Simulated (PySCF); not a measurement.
**Be(3+) (beryllium, charge +3): MN15 calculation**

Configuration: 1s1, 2S determinant. Calculation: PySCF 2.14, in aug-cc-pVDZ; the non-relativistic Hamiltonian (point nucleus).

```json
{"Total energy": "-7.9595 hartree", "One-electron energy": "-7.9522 hartree", "Hartree (Coulomb) energy": "1.1520 hartree", "Exchange-correlation energy": "-1.1593 hartree", "Kinetic energy": "6.90953 hartree", "⟨S²⟩": "0.7500", "⟨L²⟩": "0.000", "Sum of ⟨r⟩": "0.4075 bohr", "Sum of ⟨r²⟩": "0.2227 bohr²", "Density at the nucleus (Gaussians lack the cusp)": "16.6 bohr⁻³", "Spin density at the nucleus": "16.6 bohr⁻³", "Langevin diamagnetic susceptibility": "-0.176 ×10⁻⁶ cm³/mol", "Time after the integrals": "0.06 s of wall time on 1 thread of Neoverse-V1 (shared host)"}
```

```json
{"shell": "1s α", "electrons": "1", "mean orbital energy (eV)": "-197.57", "rms radius, mean of both spins (bohr)": "0.472"}
```

For one electron the Hartree and exchange-correlation energies should cancel; what remains is the self-interaction error.
